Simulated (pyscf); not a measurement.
H₃C–N(CH₃)–SiH₂•, doublet

Gas-phase minimum from PySCF at ωB97X-D3(BJ)/def2-SVP, one conformer. Other isomers of H₃C–N(CH₃)–SiH₂• were not searched in full and may lie lower. 

```xyz
12

C      0.7653     0.9387     1.0451
N     -0.1998     0.6285     0.0107
C     -0.7606     1.7897    -0.6485
Si    -0.2998    -0.9590    -0.6966
H      1.1311     0.0153     1.5194
H      1.6408     1.4911     0.6506
H      0.3037     1.5626     1.8327
H      0.0125     2.3970    -1.1592
H     -1.2696     2.4438     0.0834
H     -1.5044     1.4838    -1.3998
H     -1.6691    -1.0884    -1.2985
H     -0.1235    -1.9503     0.4171
```
Charge 0, spin multiplicity 2.

Bond lengths (Å): C1–N2 1.448, C1–H5 1.101, C1–H6 1.108, C1–H7 1.106, N2–C3 1.448, N2–Si4 1.741, C3–H8 1.108, C3–H9 1.106, C3–H10 1.101, Si4–H11 1.501, Si4–H12 1.501. Angles (°): N2–C1–H5 110.5, N2–C1–H6 112.3, N2–C1–H7 110.6, H5–C1–H6 108.0, H5–C1–H7 107.8, H6–C1–H7 107.6, C1–N2–C3 114.3, C1–N2–Si4 121.6, C3–N2–Si4 121.6, N2–C3–H8 112.3, N2–C3–H9 110.6, N2–C3–H10 110.5, H8–C3–H9 107.6, H8–C3–H10 108.0 (the first ones only).

Properties at ωB97X-D3(BJ)/def2-SVP:

| Property | Value |
|---|---|
| Harmonic wavenumbers, unscaled | 151, 184, 202, 266, 284, 369, 678, 731, 754, 905, 1043, 1096, 1115, 1170, 1276, 1333, 1442, 1463, 1468, 1472, 1489, 1510, 2170, 2194, 3013, 3017, 3083, 3090, 3157, 3158 cm⁻¹ |
| Zero-point energy | 61.9 kcal/mol |
| Rotational symmetry number | 1 |
| Entropy of this conformer at 298 K and 1 atm, rigid rotor and harmonic oscillator, modes under 100 cm⁻¹ raised to 100 | 327.2 J/(mol K) |
| Dipole moment | 1.50 D |
| Spin expectation value S2 | 0.753 |

Single-point totals, which compare only within one level:

```
level                   total energy (hartree)
----------------------  ----------------------
ωB97X-D3(BJ)/def2-TZVP              -425.37724
PBE/def2-TZVP                       -424.95007
r²SCAN/def2-TZVP                    -425.17543
B3LYP-D3(BJ)/def2-TZVP              -425.33109
PBE0-D3(BJ)/def2-TZVP               -425.00526
M06-2X/def2-TZVP                    -425.19403
ωB97M-D3(BJ)/def2-TZVP              -425.35651
```

Soft torsions are taken as harmonic, which can shift the entropy by several J/(mol K).
